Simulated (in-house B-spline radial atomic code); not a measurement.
Results of a calculation; reference values are marked as such.
# Weak and strong correlation along the adiabatic connection

Two-electron singlets in several external potentials (atomic units), by full CI in B-splines with partial waves to l = 8 (correlation energies up to 0.6 % small). The repulsion is scaled by λ at fixed density; W(λ) is the mean repulsion less the Hartree energy, W(0) = E_x, and the area under W from 0 to 1 is E_xc.

One system gave this curve:

| λ | W (hartree) |
| --- | --- |
| 0 | -0.52939 |
| 0.02 | -0.53132 |
| 0.05 | -0.53415 |
| 0.12 | -0.54048 |
| 0.25 | -0.55127 |
| 0.4 | -0.56235 |
| 0.6 | -0.5752 |
| 0.8 | -0.58623 |
| 1 | -0.59579 |
| 1.4 | -0.61148 |
| 2 | -0.62902 |
| 3 | -0.64878 |
| 4.5 | -0.66715 |
| 7 | -0.68478 |
| 10 | -0.69704 |

Q: Which system is it?
A. −V exp(−r²/w²), V = 2.13, w = 3.0
B. ω²r²/2 − Z/r, ω = 0.111, Z = 2
C. −Z/r, Z = 0.905, wall at 1.11 bohr
D. empty sphere, radius 0.3 bohr

A: A. The exchange energy sets the size: −V exp(−r²/w²), V = 2.13, w = 3.0: E_x = -0.529, E_c = -0.0375; empty sphere, radius 0.3 bohr: E_x = -5.92, E_c = -0.0537; −Z/r, Z = 0.905, wall at 1.11 bohr: E_x = -1.68, E_c = -0.0474; ω²r²/2 − Z/r, ω = 0.111, Z = 2: E_x = -1.03, E_c = -0.0419 hartree.
